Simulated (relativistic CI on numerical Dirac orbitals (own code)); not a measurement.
**Sensitivity of the levels of Ta3+ to α and to the nuclear radius**

Method of calculation: Dirac-Coulomb-Breit CI, KLI orbitals optimised for each configuration, valence Slater integrals scaled by 0.85, P86 correlation energy added to each configuration, derivatives by finite differences, QED left out (own radial code, finite nucleus).

Configurations in the expansion (outside the closed core [Xe] 4f14): 5d2, 5d 6s, 6s2, 5d 6p, 5d 5f, 6s 6p, 5d 6d, 5f2. Levels of other configurations are missing.

With x = (α/α₀)² − 1 an excitation energy changes as ω = ω₀ + qx; K = 2q/ω₀ is the relative enhancement. Terms are leading LS components, so labels can repeat. The field-shift factor is F = δν/δ⟨r²⟩ for the transition from the lowest level.

Lowest level 5d2 3F_2.

```tsv
Level	ω₀ (cm⁻¹)	q (cm⁻¹)	K	F (GHz/fm²)
5d2 3F_3	3822.6	3793	1.98	0.386
5d2 3F_4	7427.2	6457	1.74	0.828
5d2 1D_2	10254.1	1678	0.327	3.57
5d2 3P_0	11153.3	1257	0.225	0.339
5d2 3P_1	13054.8	3606	0.552	0.596
5d2 3P_2	16489.0	6284	0.762	2.57
5d2 1G_4	17669.5	5098	0.577	0.919
5d 6s 3D_1	31815.0	-29130	-1.83	46.1
5d 6s 3D_2	33389.7	-27780	-1.66	45.7
5d2 1S_0	34080.1	1339	0.0786	7.66
5d 6s 3D_3	37204.0	-24570	-1.32	47
5d 6s 1D_2	45649.7	-20330	-0.891	38.7
6s2 1S_0	77651.3	-54570	-1.41	88.7
5d 6p 3F°_2	80791.0	-21690	-0.537	8.79
5d 6p 3D°_1	84315.0	-19770	-0.469	9.11
5d 6p 3D°_2	88437.2	-15090	-0.341	9.24
5d 6p 3F°_3	88555.6	-14780	-0.334	8.95
5d 6p 3D°_2	90907.4	-9061	-0.199	7.14
5d 6p 3D°_3	94121.3	-7841	-0.167	7.48
5d 6p 3P°_1	94175.0	-11540	-0.245	8.68
5d 6p 3P°_0	95267.6	-11110	-0.233	8.37
5d 6p 3F°_4	97074.8	-4593	-0.0946	7.86
5d 6p 3P°_2	98789.0	-5583	-0.113	8
```

Correlation outside the listed configurations is missing or only estimated: errors of thousands of cm⁻¹ between configurations and terms are usual at this charge. Rates and lifetimes follow the computed energies and can be off by large factors. The fine structure of a lone outer electron comes out too small, for d and f at times inverted, and misplaced configurations move strength between like terms.
